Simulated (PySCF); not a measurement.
Species: C6H4FN (triplet state).
Atom-mapped SMILES: `[N:1][c:2]1[cH:3][cH:4][cH:5][c:6]([F:7])[cH:8]1` (hydrogens: H9 on C3; H10 on C4; H11 on C5; H12 on C8)

Computed with UKS B3LYP, pcH-1 on C F H N, non-relativistic, mean-field spin-orbit, GIAO (PySCF 2.14.0). Geometry: GFN2-xTB; no solvent, vibrations or thermal averaging. Couplings are sensitive to structure, and on GFN2-xTB geometries they can be far from those on DFT ones. Stability of the SCF solution: not tested.

(1) What is the g tensor, term by term?

(2) Average each term over the three axes. Which is largest in size?

(3) What are the electron Larmor frequencies g μB B/h along the three axes at 350 mT?

(4) At 9.778 GHz, how far is the centre of the isotropic spectrum from where a free electron (g = 2.002319) resonates, zero-field splitting left aside?

Answers

(1) 
```
                    Δg (ppm)     1     2     3
relativistic mass correction  -200  -200  -200
            gauge correction    45    10     4
   orbital Zeeman/spin–orbit   -32   730  1300
                       total  -186   540  1104
```

So g = 2.00213, 2.00286, 2.00342 and g_iso = 2.00281; the tensor is rhombic: the two nearest values differ by 44 % of g3 − g1. Axes: g1 points within 1° of the N1–C2 bond and g3 is normal to the molecular plane. With S = 1 there is also a zero-field splitting, D = +0.79 cm⁻¹, to set against the quantum of 0.317 cm⁻¹ at 9.5 GHz.

(2) The orbital-Zeeman/spin–orbit term 666, the mass correction -200 and the gauge correction 20 ppm, for a total of 486 ppm. The orbital-Zeeman/spin–orbit term is the largest in size. The mass correction is the same along every axis, so the anisotropy comes from the other two: their spans along these axes are 41 (gauge) and 1332 ppm (orbital Zeeman/spin–orbit).

(3) 9.8078, 9.8114, 9.8141 GHz for g1, g2 and g3, a range of 6.3 MHz.

(4) B = hν/(g μB) with μB/h = 13.99624 MHz/mT gives 348.90 mT for the free electron and 348.82 mT at g_iso, 0.08 mT lower.

Largest spin populations (Mulliken): N1 (+1.49), C3 (+0.39), C5 (+0.37) and C8 (+0.37). Four atoms exceed +0.15. The positive populations add up to 2.63 and the negative ones to -0.63, together 2S = 2.

The HOMO–LUMO gaps are 5.45 eV among the α and 4.00 eV among the β orbitals.

Hardware: one thread of an Arm Neoverse V2 (shared host). Cost: 47 s.
